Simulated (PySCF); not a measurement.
BrH, SMILES Br, point group C∞v.

Force field and properties: PBE0/pcSseg-2 (PySCF, grid level 2). Vibrational terms come from second-order perturbation theory with semi-diagonal cubic constants, by steps of ±0.6 along the normal coordinates of each isotopologue. The parent has the commonest isotopes.

Equilibrium geometry (Å):

```csv
atom,x,y,z
Br1,0.7155,-0.0108,-0.0123
H2,-0.7045,0.0159,-0.0443
```

Species: ⁸¹Br at 1. Output of the displacement run:

```
mode    cm-1    km/mol   phi_rrr   E(+)/cm-1  E(-)/cm-1
  1   2664.20    12.29   -1520.5     429.00     538.26
```

For the shielding of H2 (σe = 30.90 ppm):

```tsv
mode	ω (cm⁻¹)	Σr φrrs (cm⁻¹)	∂σ/∂q	∂²σ/∂q²
1	2664	-1520	-2.918	0.752
```

**Question.** Work out the zero-point average of this shielding.

**Answer.** With ⟨qs⟩ = −Σr φrrs/(4ωs) and ⟨qs²⟩ = 1/2: the mean displacements are 0.143. The anharmonic term Σ (∂σ/∂q)⟨q⟩ is -0.42 ppm, the harmonic term ¼ Σ ∂²σ/∂q² is 0.19 ppm, so ⟨σ⟩ = 30.67 ppm.

Spin–orbit effects of the heavy atoms on shieldings are missing.
